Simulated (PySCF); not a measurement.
C5H6ClF2 (doublet state).
Structure used (GFN2-xTB), in Å, numbered top down from 1:
```
atom  x, y, z in Å
C1     2.744    0.526    0.745
C2     1.882   -0.115    0.032
C3     0.424   -0.336    0.410
Cl4    0.175   -2.096    0.682
C5    -0.505    0.144   -0.696
C6    -1.967    0.066   -0.276
F7    -2.768    0.475   -1.288
F8    -2.209    0.905    0.761
H9     2.816    1.048    1.669
H10    2.150   -0.565   -0.916
H11    0.194    0.158    1.357
H12   -0.273    1.187   -0.928
H13   -0.376   -0.456   -1.598
H14   -2.286   -0.942    0.025
```

The hyperfine couplings belong to this conformer and change with its torsions.

Identity: `[H]/[C]=C\[C@H](Cl)CC(F)F` [radical].

Theory: UKS B3LYP, pcH-1 on C Cl F H, non-relativistic, mean-field spin-orbit, GIAO (PySCF). Isolated species at its GFN2-xTB geometry (one conformer only). A GFN2-xTB geometry isn't a minimum of the functional, and hyperfine couplings can be far from their values at a DFT geometry. No stability test was run, so a lower SCF solution isn't excluded.

Principal values of hyperfine tensors in MHz (contact, dipolar and spin–orbit terms together), for some of the nuclei:

```json
{"atom": "C1", "isotope": "13C", "A1": "230.22", "A2": "252.29", "A3": "457.11"}
{"atom": "H10", "isotope": "1H", "A1": "104.75", "A2": "105.66", "A3": "122.67"}
{"atom": "C3", "isotope": "13C", "A1": "100.49", "A2": "101.17", "A3": "123.62"}
{"atom": "H9", "isotope": "1H", "A1": "-3.92", "A2": "22.21", "A3": "69.05"}
{"atom": "C2", "isotope": "13C", "A1": "-33.70", "A2": "-12.19", "A3": "1.76"}
{"atom": "H11", "isotope": "1H", "A1": "-11.77", "A2": "-7.24", "A3": "1.84"}
{"atom": "F7", "isotope": "19F", "A1": "0.34", "A2": "0.70", "A3": "7.25"}
{"atom": "C6", "isotope": "13C", "A1": "1.76", "A2": "1.89", "A3": "2.59"}
```

Split each tensor into its isotropic and traceless parts, and turn a_iso into mT with g = 2.0025.

a_iso = (A1 + A2 + A3)/3, Ti = Ai − a_iso; 1 mT corresponds to 28.028 MHz. The tensors hold a spin–orbit part: the run splits a_iso into a_FC + a_SO, and T includes its anisotropic share.

```json
{"atom": "C1", "a_iso (MHz)": "313.21", "a_FC": "313.35", "a_SO": "-0.14", "a_iso (mT)": "11.175", "T1": "-82.99", "T2": "-60.91", "T3": "143.90"}
{"atom": "H10", "a_iso (MHz)": "111.02", "a_FC": "111.03", "a_SO": "0.00", "a_iso (mT)": "3.961", "T1": "-6.28", "T2": "-5.37", "T3": "11.64"}
{"atom": "C3", "a_iso (MHz)": "108.43", "a_FC": "108.39", "a_SO": "0.03", "a_iso (mT)": "3.868", "T1": "-7.94", "T2": "-7.25", "T3": "15.19"}
{"atom": "H9", "a_iso (MHz)": "29.11", "a_FC": "29.11", "a_SO": "0.00", "a_iso (mT)": "1.039", "T1": "-33.04", "T2": "-6.90", "T3": "39.94"}
{"atom": "C2", "a_iso (MHz)": "-14.71", "a_FC": "-14.71", "a_SO": "0.00", "a_iso (mT)": "-0.525", "T1": "-18.99", "T2": "2.52", "T3": "16.47"}
{"atom": "H11", "a_iso (MHz)": "-5.73", "a_FC": "-5.73", "a_SO": "0.01", "a_iso (mT)": "-0.204", "T1": "-6.05", "T2": "-1.52", "T3": "7.57"}
{"atom": "F7", "a_iso (MHz)": "2.76", "a_FC": "2.77", "a_SO": "0.00", "a_iso (mT)": "0.099", "T1": "-2.42", "T2": "-2.07", "T3": "4.49"}
{"atom": "C6", "a_iso (MHz)": "2.08", "a_FC": "2.08", "a_SO": "0.00", "a_iso (mT)": "0.074", "T1": "-0.32", "T2": "-0.19", "T3": "0.51"}
```

What spin density at the nucleus of C1 lies behind its contact coupling (g_N = 1.40482)?

a_FC = (2μ0/3) gₑ μB g_N μN ρ(0)/(2S·h) = 800.24 MHz × g_N × ρ(0)/(2S), with ρ in bohr⁻³. With a_FC = 313.35 MHz and 2S = 1, ρ(0) = 0.2787 bohr⁻³.

C5 (13C, g_N = 1.40482) isn't in the table. Its spin density at the nucleus is -0.002063 bohr⁻³. What is its contact coupling?

By the same relation, a_FC = -2.32 MHz. Its full tensor has the principal values -3.10, -3.00, -0.85 MHz.

Which nucleus of the table has the largest anisotropic coupling, and what is its form?

C1: -83.0, -60.9, 143.9 MHz (the dipolar term alone has -82.9, -60.9, 143.8), rhombic: the two smaller values differ by 15 % of the largest.

In a single crystal, with the field along each principal axis of the tensor of C3 in turn, what first-order splitting does this nucleus give (isotropic g, quadrupole terms neglected)?

2 lines (I = 1/2), spaced by |A_i|/(g × 13.996): 3.59, 3.61, 4.41 mT along the axes of A1, A2 and A3.
